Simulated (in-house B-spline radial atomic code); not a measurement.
A fraction x of an electron is removed from 3d in Cu V (Cu4+), starting from [Ar] 3d7 and keeping the highest spin. Method: scalar-relativistic (X2C) TPSS, spin-polarised, spherical fractional occupations, Fermi nucleus of rms radius 3.8823 fm. Calculated with an all-electron radial atomic-structure program (B-spline basis).

```
   x  E(x) - E(0) (eV)  3d down level (eV)
   0            0.0000             -68.523
0.03            2.0657             -69.190
0.18           12.6959             -72.554
0.32           23.0758             -75.736
0.42           30.7641             -78.033
 0.5           37.0808             -79.886
0.59           44.3648             -81.984
0.63           47.6629             -82.922
0.82           63.8441             -87.418
0.88           69.1322             -88.852
   1           79.9674             -91.740
```

The exact functional would give a straight line between the two integer points. Deviations E(x) - E(0) - x[E(1) - E(0)], in eV: -0.333 at x = 0.03, -1.698 at x = 0.18, -2.514 at x = 0.32, -2.822 at x = 0.42, -2.903 at x = 0.5, -2.816 at x = 0.59, -2.717 at x = 0.63, -1.729 at x = 0.82, -1.239 at x = 0.88.

The curve lies below the straight line by up to 2.903 eV (at x = 0.5): convex, the delocalisation error that favours fractional charges.

(1) How well does Slater's transition state (minus the level at half occupation) give the ionisation energy?

## Answers

(1) It gives 79.886 eV against 79.967 eV from the two total energies; NIST lists 79.80 eV, ground level to ground level.
